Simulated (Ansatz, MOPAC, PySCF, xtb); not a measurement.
Breaking a bond: AlN, triplet.

Levels of theory: ROCCSDT = CCSDT on ROHF/cc-pVTZ, frozen core (Ansatz, a program for electronic structure); PM6, unrestricted, heats of formation (MOPAC); UKS-B3LYP/6-31G* = unrestricted B3LYP/6-31G*, spherical d in PySCF 2.14.0; GFN1-xTB (xtb); UKS-PBE0 = unrestricted PBE0/cc-pVTZ in PySCF 2.14.0.

Energies are in kJ/mol, each relative to the lowest point of its own curve near equilibrium.

```json
[
 {"R / Å": "1.42", "ROCCSDT": "291.3", "PM6": "136.3", "UKS-B3LYP/6-31G*": "278.4", "GFN1-xTB": "266.1", "UKS-PBE0": "271.2"},
 {"R / Å": "1.50", "ROCCSDT": "156.3", "PM6": "51.6", "UKS-B3LYP/6-31G*": "148.2", "GFN1-xTB": "131.7", "UKS-PBE0": "142.0"},
 {"R / Å": "1.59", "ROCCSDT": "66.3", "PM6": "7.5", "UKS-B3LYP/6-31G*": "61.3", "GFN1-xTB": "49.9", "UKS-PBE0": "57.1"},
 {"R / Å": "1.66", "ROCCSDT": "74.6", "PM6": "0.0", "UKS-B3LYP/6-31G*": "24.1", "GFN1-xTB": "17.9", "UKS-PBE0": "21.6"},
 {"R / Å": "1.74", "ROCCSDT": "31.6", "PM6": "10.5", "UKS-B3LYP/6-31G*": "3.9", "GFN1-xTB": "2.2", "UKS-PBE0": "3.1"},
 {"R / Å": "1.79", "ROCCSDT": "15.3", "PM6": "23.6", "UKS-B3LYP/6-31G*": "0.0", "GFN1-xTB": "0.0", "UKS-PBE0": "0.0"},
 {"R / Å": "1.87", "ROCCSDT": "1.5", "PM6": "50.6", "UKS-B3LYP/6-31G*": "1.4", "GFN1-xTB": "4.5", "UKS-PBE0": "1.4"},
 {"R / Å": "1.89", "ROCCSDT": "0.0", "PM6": "58.1", "UKS-B3LYP/6-31G*": "1.2", "GFN1-xTB": "6.8", "UKS-PBE0": "1.1"},
 {"R / Å": "1.99", "ROCCSDT": "0.5", "PM6": "97.4", "UKS-B3LYP/6-31G*": "1.4", "GFN1-xTB": "23.0", "UKS-PBE0": "2.4"},
 {"R / Å": "2.09", "ROCCSDT": "10.8", "PM6": "137.3", "UKS-B3LYP/6-31G*": "10.9", "GFN1-xTB": "44.8", "UKS-PBE0": "13.0"},
 {"R / Å": "2.23", "ROCCSDT": "34.1", "PM6": "—", "UKS-B3LYP/6-31G*": "33.6", "GFN1-xTB": "80.4", "UKS-PBE0": "36.8"},
 {"R / Å": "2.37", "ROCCSDT": "61.8", "PM6": "—", "UKS-B3LYP/6-31G*": "61.3", "GFN1-xTB": "117.0", "UKS-PBE0": "65.5"}
]
```

At the longest distance, 2.37 Å, GFN1-xTB lies highest above its minimum (117.0 kJ/mol) and UKS-B3LYP/6-31G* lowest (61.3 kJ/mol).

Dashes: no converged value, or the column stops at the first point that the program doubted or that broke a chosen test of continuity, which isn't proof of a fault.

The scan ran from 1.42 to 7.13 Å; beyond the distances shown one of the unrestricted levels run for this scan, shown here or not, changes its spin distribution in one step. The T1 diagnostic of CCSD on the restricted reference of ROCCSDT exceeds 0.045 at 1.42 to 1.59 Å.
